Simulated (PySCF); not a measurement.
## Y(III) with more and more OH

Computed with PySCF 2.14.0, PBE0, def2-SVP on the ligands, density fitting, scalar-relativistic core potentials, no spin-orbit coupling, vacuum. The metal has def2-SVP with ECP28. Each complex is relaxed within the symmetry of its template. Distances are means of the shortest metal–ligand contacts, charges and spins Mulliken's; removal energies are rigid, with the ligand's formal charge and no counterpoise, so too large; for an anion taken off a cation in vacuum most of it is the attraction of opposite charges, and multiply charged cations can part far more cheaply with an electron moved from ligand to metal.

```json
{"complex": "[Y(OH)2]+", "point group": "C2v", "M–OH (Å)": "1.940", "charge on M (e)": "1.32", "dipole (D)": "–", "HOMO–LUMO gap (eV)": "6.70", "removal of one OH (eV)": "17.89", "strongest infrared band, degenerate modes summed (cm⁻¹)": "3933", "unstable modes (below −25 cm⁻¹)": "0"}
{"complex": "[Y(OH)4]−", "point group": "S4", "M–OH (Å)": "2.123", "charge on M (e)": "0.64", "dipole (D)": "–", "HOMO–LUMO gap (eV)": "6.36", "removal of one OH (eV)": "6.00", "strongest infrared band, degenerate modes summed (cm⁻¹)": "532", "unstable modes (below −25 cm⁻¹)": "0"}
```

What does the calculation give for Y(OH)3?

point group: D3h, M–OH (Å): 2.027, charge on M (e): 0.97, dipole (D): 0.01, HOMO–LUMO gap (eV): 6.38, removal of one OH (eV): 11.36, strongest infrared band, degenerate modes summed (cm⁻¹): 486, unstable modes (below −25 cm⁻¹): 0.
```xyz
7

Y     0.0000    0.0000    0.1402
O     2.0272    0.0000    0.1413
H     2.9827    0.0000    0.1443
O    -1.0136    1.7556    0.1413
H    -1.4914    2.5831    0.1443
O    -1.0136   -1.7556    0.1413
H    -1.4913   -2.5831    0.1443
```

The more ligands, the longer each bond and the weaker the last ligand is held.

One start shape was tried for each, so a minimum needn't be the lowest isomer.
